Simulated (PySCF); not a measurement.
Working with the constants of RuSe

r²SCAN constants of RuSe, ⁵Δ (quintet), unpaired electrons σ ↑, π ↑↑, δ ↑ (basis Ru def2-TZVPP with ECP28, Se def2-TZVPP; scalar-relativistic core potentials; PySCF 2.14; masses 101.9043 and 79.9165 u):

| Item | Value |
| --- | --- |
| ωe | 356.9 cm⁻¹ |
| ωexe | 0.81 cm⁻¹ |
| Be | 0.077185 cm⁻¹ |
| αe | 0.000235 cm⁻¹ |
| D (centrifugal) | 1.44e-08 cm⁻¹ |
| De to Ru (4d7 5s1) + Se | 3.97 eV |

**Question.** Give the vibrational terms G(v) and spacings up to v = 6.

**Answer.** G(v) = ωe(v+½) − ωexe(v+½)².

| v | G(v) (cm⁻¹) | G(v) − G(v−1) | Bv (cm⁻¹) |
| --- | --- | --- | --- |
| 0 | 178.2 |  | 0.07707 |
| 1 | 533.5 | 355.3 | 0.07683 |
| 2 | 887.2 | 353.7 | 0.07660 |
| 3 | 1239.2 | 352.0 | 0.07636 |
| 4 | 1589.6 | 350.4 | 0.07613 |
| 5 | 1938.4 | 348.8 | 0.07589 |
| 6 | 2285.6 | 347.2 | 0.07566 |

**Question.** How well does the Morse estimate ωe²/(4ωexe) reproduce De, and what is D0?

**Answer.** It gives 4.87 eV, 123 % of the computed De. D0 = De − G(0) = 3.97 − 0.02 = 3.95 eV.

The metal atom is held in its measured ground configuration; semilocal functionals can put another filling of s and d lower by some tenths of an eV, and De to that atom would be smaller. These are scalar-relativistic numbers at best; spin–orbit coupling would shift them, the dissociation energy most. With d or f electrons several states lie close, and the lowest PBE0 determinant need not be the measured ground state.
